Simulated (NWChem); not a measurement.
Molecule: SOF, doublet; SMILES [S](=O)F

Computed with NWChem. Spin-unrestricted. In the optimisation the excess spin sits in a" (Cs, its own frame). Structure relaxed at the PBE-D3(BJ)/def2-SVP, spin-unrestricted level. No stability test was run on the SCF state. Total energies compare along this basis series because the functional is fixed.

```
level                  basis functions  energy (Ha)  highest occupied level (eV)  lowest empty minus highest occupied level, either spin (eV)  dipole (D)  relative time
---------------------  ---------------  -----------  ---------------------------  -----------------------------------------------------------  ----------  -------------
CAM-B3LYP/cc-pVDZ                   46    -573.1638                        -8.67                                                         6.62        1.90              1
CAM-B3LYP/aug-cc-pVDZ               73    -573.1989                        -9.14                                                         6.52        1.87              5
CAM-B3LYP/cc-pVTZ                   94    -573.2667                        -8.97                                                         6.62        1.90             10
CAM-B3LYP/aug-cc-pVTZ              142    -573.2741                        -9.15                                                         6.56        1.88             40
CAM-B3LYP/cc-pVQZ                  169    -573.2927                        -9.08                                                         6.60        1.89             90
```

The last column is a rough cost ratio, cheapest run = 1.
